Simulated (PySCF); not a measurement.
**Telling isomers of C₄H₃F₃N₂O apart by NMR**

- J: B3LYP/pcJ-1 (spin–dipole term left out of most H,H and C,H couplings)
- NMR shieldings at PBE0/pcSseg-1/GIAO
- geometry: GFN2-xTB
- run in PySCF
- relativity neglected, rapidly exchanging positions averaged, gas phase, one computed conformer

Scale: ¹H (σ = 31.72 ppm), ¹³C (σ = 186.93 ppm) against TMS (reference shieldings calculated alike). Multiplet labels drop J under 1 Hz and among equivalent protons, and merge close values. Unscaled 3J(H,H) run several per cent high. Splittings of carbon signals by F and P are missing where no couplings were computed. Where no couplings were computed, multiplicities follow the n + 1 count of equivalent neighbours, and m marks all less simple cases (inequivalent or close neighbours, rings, F or P nearby). One-bond C–F couplings are unscaled and too large by tens of Hz. Shifts are as computed. Against solution values, carbons near 30 ppm lie about +3 ppm off and those near 130 ppm about +5 ppm. Of 1211 compounds with measured shifts, 218 miss one by over three times the rms of a fit or turn the order of signals round; such compounds aren't used in these exercises.

(1) Tabulate the signals of `FC(F)(F)Cc1ncno1`, `Cc1nnc(C(F)(F)F)o1` and their relative energies.

(2) What is the quickest way to tell FC(F)(F)Cc1ncno1 from Cc1nnc(C(F)(F)F)o1?

## Answers

(1) 
```tsv
SMILES	carbon types	δC	δH	E rel. (kcal/mol)
FC(F)(F)Cc1ncno1	2×C 1×CH 1×CH2	178.5, 163.4, 132.7, 37.6	8.54 (s, 1H), 3.89 (m, 2H)	2.5
Cc1nnc(C(F)(F)F)o1	3×C 1×CH3	172.7, 163.4, 126.8, 13.5	2.80 (s, 3H)	0.0
```

Energies are electronic energies at PBE0/pcSseg-1 on these geometries, without zero-point or thermal terms, each for the one conformer computed, which needn't be the lowest.

(2) Both give the same number of carbon signals, but DEPT or the intensities differ. The first has an aromatic CH between two ring heteroatoms at 163.4 ppm, the second a methyl carbon on an aromatic ring (CH3) at 13.5 ppm. Their most deshielded carbons lie at 178.5 and 172.7 ppm. In the proton spectra the most deshielded non-exchanging signals are 8.54 (s, 1H) and 2.80 (s, 3H).
